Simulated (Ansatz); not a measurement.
Potential energy curve for LiNa, singlet.

RMP2 = MP2 on RHF/cc-pVTZ, frozen core in Ansatz (a program for electronic structure); FCI = full CI/cc-pVTZ, frozen core in Ansatz; RHF/cc-pVTZ (Ansatz).

Total energies in hartree (comparable only within one method and basis):

```tsv
R / Å	RMP2	FCI	RHF
2.34	-169.29931	-169.30973	-169.27837
2.52	-169.30663	-169.31661	-169.28599
2.63	-169.30951	-169.31926	-169.28904
2.78	-169.31188	-169.32137	-169.29162
2.80	-169.31208	-169.32153	-169.29184
2.93	-169.31280	-169.32208	-169.29272
2.98	-169.31285	-169.32208	-169.29283
3.11	-169.31248	-169.32159	-169.29257
3.29	-169.31101	-169.32005	-169.29123
3.37	-169.31010	-169.31913	-169.29035
3.62	-169.30650	-169.31567	-169.28677
3.95	-169.30080	-169.31054	-169.28089
4.36	-169.29336	-169.30450	-169.27288
4.85	-169.28508	-169.29885	-169.26341
5.28	-169.27890	-169.29555	-169.25570
5.86	-169.27245	-169.29299	-169.24651
6.31	-169.26894	-169.29197	-169.24037
7.24	-169.26540	-169.29109	-169.23013
7.86	-169.26539	-169.29088	-169.22485
8.90	-169.26857	-169.29075	-169.21812
```

The restricted form behind RMP2, RHF keeps the bonding electrons paired and can't separate into open-shell fragments. The T1 diagnostic of CCSD on the restricted reference of RMP2 exceeds 0.045 at 4.85 to 8.90 Å.
